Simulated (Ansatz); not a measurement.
Counterpoise correction, worked out

The pair of Ag⁺ (SMILES [Ag+], atom 1) and C2H2 (SMILES C#C, atoms 2–5), both closed shells, in one local arrangement (a lower one may exist), relaxed at PBE0-D4/def2-TZVP:

```
atom    x (Å)    y (Å)    z (Å)
 Ag1   0.2994   1.0533  -1.5032
  C2   0.1037   0.2446   0.6684
  C3  -0.2277  -0.6807  -0.0459
  H4   0.3674   0.9623   1.4215
  H5  -0.5428  -1.5794  -0.5407
```

Program: Ansatz 0.2.0. Basis: def2-TZVPPD. Cores are frozen in the correlated methods. Filled d shells of the heavier atoms are correlated. Core potentials replace the inner electrons of the atoms past krypton.

MP2 total energies in eV:

| system | geometry | basis functions | energy |
| --- | --- | --- | --- |
| pair | pair | all | -6087.56089 |
| Ag⁺ | as in the pair | all (partner as ghosts) | -3986.48865 |
| C2H2 | as in the pair | all (partner as ghosts) | -2099.64318 |
| Ag⁺ | as in the pair | its own | -3986.39973 |
| C2H2 | as in the pair | its own | -2099.62194 |
| Ag⁺ | free (PBE0-D4 minimum) | its own | -3986.39973 |
| C2H2 | free (PBE0-D4 minimum) | its own | -2099.66376 |

Problem. Work out the interaction energy with and without the counterpoise correction, the superposition error, and the binding energy from the relaxed fragments.

Solution. Without correction: -6087.56089 − (-3986.39973) − (-2099.62194) = -1.53922 eV.
With correction (each fragment in the whole basis): -6087.56089 − (-3986.48865) − (-2099.64318) = -1.42906 eV = -32.95 kcal/mol.
The superposition error is the difference, 0.11016 eV, 7 % of the uncorrected value: each fragment borrows its partner's functions.
Deformation from the free shapes: 0.00000 eV for Ag⁺ and 0.04182 eV for C2H2.
Binding energy from relaxed fragments: -1.42906 + 0.00000 + 0.04182 = -1.38724 eV = -31.99 kcal/mol (electronic, without zero-point energy; negative means bound). For comparison, the corrected interaction energy by CCSD(T) at an estimated basis limit (MP2 extrapolated from triple and quadruple zeta, plus CCSD(T) − MP2 in triple zeta) is -1.449 eV.

T1 diagnostic: at most 0.014.

For scale, one of the runs: CCSD(T)/def2-TZVPPD, 164 basis functions, launched by `ansatz run in.yaml --threads 2 --pin off --events-out ev --progress --plain --max-ram 5222MiB`. The run took 31 s on 2 CPU threads of an Intel Xeon Platinum 8259CL (shared host), with 1.1 GiB of host memory at its peak.
